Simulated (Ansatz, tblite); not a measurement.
Removing an electron: Pd₃H₂⁻. The state is a doublet with charge -1. Geometry: PBE-D4/def2-TZVPD. Ansatz, gas phase; energy differences of separate SCF runs; the oxidised species is a singlet (the triplet lies 0.29 eV higher at PBE0-D4/def2-TZVPD).

```xyz
5

Pd   -0.894   -0.001   -0.136
Pd    1.671   -0.811   -0.664
Pd    1.114    1.318    0.673
H    -2.083    0.917    0.445
H     0.192   -1.424   -0.319
```

In the def2 sets Pd takes a core potential; there is no spin–orbit coupling. The xTB rows come from tblite. Another isomer (doublet) lies 0.03 eV lower at PBE0-D4/def2-TZVPD.

| level | −HOMO (eV) | vertical IE (eV) | −LUMO (eV) | HOMO–LUMO gap (eV) | remarks |
| --- | --- | --- | --- | --- | --- |
| GFN1-xTB | – | 6.67 | – | – | – |
| GFN2-xTB | – | 6.24 | – | – | – |
| PBE-D4/def2-TZVPD | -0.28 | 2.15 | -0.77 | 0.49 | HOMO above zero (-1 doublet), restricted singlet, untested (singlet) |
| r2SCAN-D4/def2-TZVPD | -0.20 | 2.12 | -1.00 | 0.80 | HOMO above zero (-1 doublet), restricted singlet, untested (singlet) |
| PBE0-D4/def2-TZVPD | 0.53 | 2.16 | -1.72 | 2.25 | restricted singlet, untested (singlet) |

  A HOMO above zero means that the electron is unbound at that level or that self-interaction error raises the level; the energy of removing that electron tells which. HOMO and LUMO are the levels of the spin that leaves or enters (xTB has no such levels and no spin-polarisation term). Other spin states of the ions may lie lower, which would lower the ionisation energy or raise the affinity. Raw xTB energy differences between charge states are shifted by several eV; the methods need an empirical correction for them.
